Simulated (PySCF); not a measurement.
A GIAO shielding run with PySCF 2.14.0 with density-fitted response routines (density fitting, non-relativistic, gas phase) on `O([Si@]1(Cl)CC[C@@H](C#C)C1)[SiH3]`, C$_{6}$H$_{11}$ClOSi$_{2}$:

```
$ OMP_NUM_THREADS=1 python probes_run.py task.json out

{"job": {"kind": "nmr", "xc": "PBE0", "basis": "pcSseg-1"}, "charge": 0, "multiplicity": 1}
C      3.483139     0.342094    -0.914500
C      2.669843     0.112266    -0.067499
C      1.666977    -0.161167     0.944362
C      0.928356    -1.465701     0.605347
C      0.079943    -1.236105    -0.650134
Si    -0.543646     0.551014    -0.453322
Cl    -0.344472     1.681327    -2.110761
O     -2.082701     0.652721     0.035059
Si    -3.707187     0.672179    -0.088264
C      0.631615     0.977674     0.977968
H      4.203415     0.542533    -1.650147
H      2.174109    -0.253798     1.912199
H      1.638139    -2.283050     0.463863
H      0.276506    -1.719286     1.444039
H     -0.705553    -1.985793    -0.724333
H      0.709172    -1.336156    -1.534457
H     -4.064955     1.494239    -1.240189
H     -4.130162     1.247607     1.184351
H     -4.122846    -0.718824    -0.260890
H      1.128390     1.942809     0.897854
H      0.102996     0.960359     1.931349
```

Hardware: 1 thread of an Intel Xeon Platinum 8488C, shared host. The job also computes population analyses, field gradients, ring-centre shieldings.

Question: How large is the calculation?

Answer: 100 electrons, 246 basis functions and 1344 auxiliary functions.

Question: How long does it take, and how much memory does it need?

Answer: 76 s of wall time, with 14 SCF cycles and 5 response iterations; peak memory 1.1 GiB. Times on a shared host scatter by some tens of per cent.
